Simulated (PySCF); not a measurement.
SMILES [CH]=CCl, doublet (CAM-B3LYP/def2-SVP optimised geometry):

```
5

C     -0.705    -0.284     0.000
C      0.599    -0.284     0.000
Cl     1.556     1.189     0.000
H     -1.556     0.392     0.000
H      1.213    -1.189     0.000
```

Level of theory: unrestricted CAM-B3LYP/def2-TZVP run with PySCF.

What are the frontier orbital energies (α orbitals alone; a β orbital can be the lowest empty one) and the dipole moment?

HOMO-2 -10.54 eV, HOMO-1 -9.26 eV, HOMO -9.01 eV, LUMO 0.80 eV, LUMO+1 2.25 eV; dipole moment 0.92 D.

On the same geometry unrestricted PBE/def2-TZVP run with PySCF gives HOMO-2 -7.68 eV, HOMO-1 -6.70 eV, HOMO -6.24 eV, LUMO -1.39 eV, LUMO+1 0.00 eV; dipole moment 0.78 D.

Meta-Löwdin charges at CAM-B3LYP/def2-TZVP: C1 -0.14, C2 -0.12, Cl3 -0.06, H4 0.16, H5 0.15.
